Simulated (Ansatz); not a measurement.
**Reading a saddle point**

A first-order saddle point of CH$_{5}$BrSi, closed shell, PBE0-D4/def2-TZVP, with one imaginary mode of 523i cm⁻¹:

| atom | x (Å) | y (Å) | z (Å) |
| --- | --- | --- | --- |
| Si1 | -0.7695 | -0.0025 | 0.6347 |
| Br2 | -0.2474 | -1.1623 | -2.2146 |
| C3 | 0.8455 | 0.5239 | 0.3879 |
| H4 | 0.4375 | -0.3228 | -1.0359 |
| H5 | -1.9333 | 0.8010 | 0.2173 |
| H6 | -1.0896 | -1.3121 | 1.2320 |
| H7 | 1.0670 | 1.5173 | 0.0147 |
| H8 | 1.6898 | -0.0427 | 0.7638 |

Ansatz 0.2.0; basis: def2-TZVPP and def2-QZVPP; cores frozen in the correlated methods. Filled d shells of the heavier atoms are correlated. The def2 sets are not built for correlating such inner shells, so the correlated values are less sure here. Extrapolation: Hartree–Fock as exp(−7.88 √X), correlation as X^−2.97.

(1) Which contacts change along the imaginary mode, and what lies on either side? (A judgement: the text doesn't fix the answer.)

(2) Which side is lower, and how far does the saddle lie above each? (To be estimated.)

T1 diagnostic: at most 0.012. The restricted Hartree–Fock reference is unstable towards an unrestricted one at one or more of these structures.

Results:

(1) By the calculation: The step is CH₅BrSi ([CH3][SiH2][Br]) → CH₄Si ([CH2][SiH2]) + HBr, with the molecules in contact on both sides. Shortening one way: Br2–H4; lengthening the same way: Si1–Br2, C3–H4.
```
   pair  one side (Å)  saddle (Å)  other side (Å)
 Br2–H4          3.50        1.60            1.46
Si1–Br2          2.23        3.12            4.15
  C3–H4          1.09        1.71            2.11
```

(2) The calculation gives: The side with Si1–Br2, C3–H4 short is lower by 3.208 eV; the saddle lies 3.521 eV above it and 0.313 eV above the other (CCSD(T) at an estimated basis limit (MP2 extrapolated from triple and quadruple zeta, plus CCSD(T) − MP2 in triple zeta); electronic energies).

Labels in which every atom is bracketed show which atoms are joined, not bond orders.

For scale, one of the runs: CCSD(T)/def2-TZVPP, 191 basis functions (an equivalent command: `ansatz run in.yaml --threads 4`). Hardware: 4 CPU threads, shared host. Wall time 32 s; peak host memory 2 GiB.
